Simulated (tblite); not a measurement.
Compound: C₄H₁₁BClP.
SMILES with atom numbers: `[CH3:1][C:2]([CH3:3])([CH3:4])[B:5]([PH2:6])[Cl:7]` (hydrogens: H8, H9, H10 on C1; H11, H12, H13 on C3; H14, H15, H16 on C4; H17, H18 on P6)

Computed with GFN2-xTB (tblite), gas phase: L-BFGS steps from a force-field or distance-geometry start until the largest atomic force falls under 0.01 eV/Å.

Step 17: E = -612.1131 eV
```
atom  x, y, z in Å  |  force x, y, z in eV/Å
C1      0.0542   -0.7371   -1.2590    0.001  -0.001  -0.035
C2     -0.3429    0.0674   -0.0076    0.033   0.000  -0.030
C3     -1.8472   -0.1291    0.2244    0.081   0.010  -0.011
C4     -0.0781    1.5520   -0.2962   -0.008   0.012  -0.036
B5      0.5760   -0.4129    1.2129   -0.060  -0.142   0.053
P6      2.4622   -0.1381    1.3052    0.000   0.007   0.020
Cl7    -0.1156   -1.1977    2.5657    0.049   0.023  -0.043
H8     -0.1081   -1.8002   -1.1049    0.026  -0.046   0.022
H9     -0.5436   -0.4238   -2.1086   -0.082   0.048  -0.078
H10     1.0996   -0.5714   -1.5075    0.045  -0.054   0.005
H11    -2.3938    0.2090   -0.6521   -0.074   0.014  -0.019
H12    -2.1860    0.4435    1.0837    0.000  -0.019   0.029
H13    -2.0800   -1.1781    0.3895    0.004   0.008   0.039
H14    -0.6539    1.8745   -1.1586   -0.051   0.031  -0.067
H15    -0.3640    2.1610    0.5555    0.015   0.061   0.049
H16     0.9758    1.7182   -0.5100    0.035   0.045   0.049
H17     2.7479    0.0525   -0.0331   -0.047  -0.046   0.005
H18     2.7889   -1.4837    1.2893    0.031   0.049   0.049
```

Step 18: E = -612.1155 eV
```
atom  x, y, z in Å  |  force x, y, z in eV/Å
C1      0.0516   -0.7369   -1.2597   -0.020   0.017  -0.046
C2     -0.3458    0.0681   -0.0069    0.061  -0.014  -0.018
C3     -1.8503   -0.1283    0.2252    0.069   0.017  -0.027
C4     -0.0787    1.5537   -0.2952   -0.017  -0.003  -0.037
B5      0.5754   -0.4171    1.2094    0.009  -0.105   0.017
P6      2.4615   -0.1315    1.2988   -0.018   0.023   0.042
Cl7    -0.1016   -1.2099    2.5614    0.012   0.004  -0.015
H8     -0.1158   -1.8013   -1.1093    0.040   0.012   0.018
H9     -0.5464   -0.4160   -2.1075   -0.061   0.022  -0.068
H10     1.0983   -0.5723   -1.5089    0.002  -0.068   0.023
H11    -2.3931    0.2107   -0.6539   -0.084   0.009  -0.001
H12    -2.1920    0.4451    1.0839    0.019  -0.035   0.007
H13    -2.0859   -1.1778    0.3888    0.020   0.034   0.039
H14    -0.6506    1.8720   -1.1627   -0.037   0.039  -0.043
H15    -0.3706    2.1657    0.5546    0.039   0.022   0.001
H16     0.9774    1.7184   -0.5057   -0.008   0.043   0.068
H17     2.7601    0.0375   -0.0393   -0.063  -0.053   0.002
H18     2.7976   -1.4736    1.3151    0.037   0.037   0.040
```

Problem. Estimate the geometry and energy of step 19. (The exact step hangs on the optimiser's Hessian estimate; all steps are aligned on step 18, rigid shifts and turns removed.)

Solution. E = -612.1176 eV, largest force 0.093 eV/Å
```
atom  x, y, z in Å  |  force x, y, z in eV/Å
C1      0.0490   -0.7365   -1.2613   -0.032   0.026  -0.049
C2     -0.3471    0.0684   -0.0067    0.058  -0.017  -0.015
C3     -1.8518   -0.1274    0.2253    0.033   0.019  -0.033
C4     -0.0796    1.5552   -0.2950   -0.016  -0.011  -0.025
B5      0.5752   -0.4226    1.2068    0.067  -0.047  -0.035
P6      2.4609   -0.1258    1.2944   -0.029   0.029   0.047
Cl7    -0.0899   -1.2198    2.5575   -0.028  -0.023   0.022
H8     -0.1213   -1.8020   -1.1124    0.041   0.059   0.006
H9     -0.5498   -0.4092   -2.1079   -0.027  -0.009  -0.043
H10     1.0974   -0.5744   -1.5094   -0.034  -0.069   0.023
H11    -2.3939    0.2122   -0.6552   -0.072   0.001   0.024
H12    -2.1964    0.4456    1.0842    0.040  -0.040  -0.013
H13    -2.0902   -1.1768    0.3890    0.035   0.048   0.032
H14    -0.6487    1.8706   -1.1668   -0.013   0.037  -0.006
H15    -0.3752    2.1698    0.5538    0.050  -0.017  -0.044
H16     0.9786    1.7193   -0.5008   -0.041   0.042   0.069
H17     2.7687    0.0240   -0.0441   -0.074  -0.056   0.005
H18     2.8054   -1.4644    1.3370    0.043   0.028   0.035
```

The energy changes by -0.0021 eV. The first-order estimate −F·Δx gives -0.0028 eV and the mean of the old and new forces, exact on a quadratic surface, -0.0020 eV. The step makes an angle of 75° with the force vector and moves no atom by more than 0.025 Å.

The cost below is that of the whole relaxation. Hardware: one thread, Arm Neoverse V2 (aarch64), on a shared host. Cost: 0.46 s of wall time.
